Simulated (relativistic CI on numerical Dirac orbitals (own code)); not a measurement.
Computed by Dirac-Coulomb-Breit CI, orbitals from a KLI potential per configuration, model QED (radiative potential, 1s self-energy scaled to tabulated hydrogen-like ionisation energies), unscaled Slater integrals (own radial code, finite nucleus).

CI space (outside the closed core 1s2): 2s², 2s2p, 2p², 2p3s, 2p3p, 2s3s, 2s3p, 2s3d, 2s4s, 2s4p, 2s4d, 2s4f, 2s5s, 3s², 2s5p, 2s5d, 2s5f, 2s5g, 3s3p, 3p². Levels of other configurations are missing.

At this charge energies of transitions that change n are usually good to better than 1 %, and those within a shell (Δn = 0) to a few per cent.

Outline of the computed level scheme of Rh XLII. Lowest level of each configuration: 2s² ¹S0 at 0.00 eV; 2s2p ³P°0 at 82.13 eV; 2p² ³P0 at 237.65 eV; 2s3s ³S1 at 3633.67 eV; 2s3p ³P°0 at 3674.23 eV; 2p3s ³P°0 at 3738.53 eV; 2s3d ³D1 at 3739.97 eV; 2p3p ³D1 at 3766.42 eV; 2s4s ³S1 at 4884.83 eV.

Some strong electric-dipole decays among the lowest 36 levels: 2s3d ³D3 → 2s2p ³P°2 (2.2e+14 s⁻¹); 2s3d ³D2 → 2s2p ³P°1 (1.9e+14 s⁻¹); 2s3d ¹D2 → 2s2p ¹P°1 (1.8e+14 s⁻¹); 2s3d ³D1 → 2s2p ³P°0 (1.5e+14 s⁻¹); 2s3d ³D1 → 2s2p ³P°1 (1.1e+14 s⁻¹); 2p3p ³P0 → 2s2p ³P°1 (8.1e+13 s⁻¹); 2p3p ¹S0 → 2s2p ¹P°1 (7.4e+13 s⁻¹); 2s3p ¹P°1 → 2s² ¹S0 (6.9e+13 s⁻¹).

LS names give the leading component of a level, which can be under half, so a name can repeat, a term be missing and a line seem to break the LS rules.
